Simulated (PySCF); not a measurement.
An unknown shows these calculated signals:

1H NMR (300 MHz, computed): δ 6.28 (m, 1H), 5.93 (m, 1H), 4.90 (s, 3H), 2.12 (s, 3H).

13C{1H} NMR (computed): δ 160.8 (C), 121.0 (CH), 117.3 (CH), 94.5 (C), 91.9 (C), 75.6 (C), 5.7 (CH3).

Rapidly exchanging positions averaged, isolated molecule, non-relativistic Hamiltonian, one conformer. Coordinates at the PBE0-D3(BJ)/def2-SVP level; σ from GIAO-PBE0/pcSseg-1; PySCF 2.14.0 with density-fitted response routines.

Scale: TMS for 1H (σ = 31.27 ppm) and 13C (σ = 184.41 ppm) (reference shieldings calculated alike).

**Question.** Which of these does the molecule contain: a Si–H bond, an amide, a methoxy group, a C≡C triple bond, a Si–CH3 group, a heteroaromatic ring?

**Answer.** 
- A Si–H bond: yes (δH 4.90 (s)).
- An amide: no.
- A methoxy group: no.
- A C≡C triple bond: yes (δC 94.5, 75.6).
- A Si–CH3 group: no.
- A heteroaromatic ring: yes.

The data belong to `InChI=1S/C7H8FNSi/c1-2-3-6-4-5-9(10)7(6)8/h4-5H,1,10H3`; they needn't prove each group on their own.

Carbon signals by region: 1 in the far downfield region (above 160 ppm), 2 in the sp2 and nitrile region (100–160 ppm), 3 at 50–100 ppm, 1 below 50 ppm. Above 160 ppm: 160.8, aromatic carbon bearing fluorine.

Splittings by 19F in the carbon and heteronuclear signals aren't shown, as no couplings were computed. Shifts are as computed. Against solution values, carbons near 30 ppm lie about +2 ppm off and those near 130 ppm about +5 ppm. Of 1211 compounds with measured shifts, 218 miss one by over three times the rms of a fit or turn the order of signals round; such compounds aren't used in these exercises. No couplings were computed; multiplicities are counted from neighbouring protons, with m where these are inequivalent, close in shift, in a saturated or five-membered ring or joined by F or P, and br s for small geminal =CH2 splittings.
